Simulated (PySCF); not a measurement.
# Te³⁹⁺: ionisation energy

Te³⁹⁺ [Ne] 3s2 3p1 (2P) → Te⁴⁰⁺ [Ne] 3s2 (1S), as a difference of total energies. All numbers are calculated (PySCF 2.14, no relativity, point nucleus, in an uncontracted even-tempered set (16 s from 6.6 bohr⁻², ratio 2.5; 10 p from 8.6 bohr⁻², ratio 2.5; 4 d from 35 bohr⁻², ratio 2.7; 4 f from 52 bohr⁻², ratio 2.7)). Correlated levels: outer shells: 1s2 frozen; virtual orbitals above 40 to 60 times the deepest correlated orbital energy dropped. The calculations carry no spin-orbit coupling.

```csv
method,ionisation energy (eV)
UHF,2699.3
MP2 (outer shells),2699.6
SCS-MP2 (outer shells),2699.4
CCSD (outer shells),2699.4
CCSD(T) (outer shells),2699.4
```

A first-order spin-orbit estimate (lowest level to lowest level, LS coupling) adds 36.670 eV.

The gap to the reference is mostly relativistic.

First order in ζ underestimates the shift of j = l − 1/2 levels at high Z.

For comparison: 2788 ± 4 eV (theoretical estimate listed by NIST; NIST Atomic Spectra Database, ionization energies).
